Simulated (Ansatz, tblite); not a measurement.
Forces on AlSi₅ at its r2SCAN-D4/def2-SVP geometry. The state is a doublet with charge 0.

The xTB rows come from tblite. Another isomer (doublet) lies 2.07 eV lower at PBE0-D4/def2-TZVP; other spin states weren't run for this one.

GFN1-xTB (tblite), largest force 1.42 eV/Å:

```xyz
6
positions Å, forces eV/Å
Al    1.381   -0.340    0.299    1.309   -0.508    0.187
Si    1.742    1.400   -1.444    0.269    0.416   -0.161
Si   -0.398    0.678   -1.260   -0.368    0.280   -0.538
Si    0.407   -0.473    2.585    0.058    0.101    0.526
Si   -1.119   -0.346    0.917   -0.660   -0.103    0.271
Si   -2.014   -0.920   -1.097   -0.608   -0.187   -0.285
```

GFN2-xTB (tblite), largest force 1.60 eV/Å:

```
Al 0.017 1.449 0.677
Si -0.104 -0.870 0.262
Si 0.407 0.241 -1.391
Si 0.247 -0.384 -0.783
Si -0.397 -0.907 1.074
Si -0.170 0.471 0.160
```

PBE-D4/def2-TZVP (Ansatz), largest force 0.13 eV/Å:

```
Al 0.083 -0.091 -0.018
Si 0.037 0.042 -0.027
Si -0.042 0.092 -0.084
Si 0.012 0.001 0.069
Si -0.105 0.012 0.080
Si 0.015 -0.056 -0.020
```
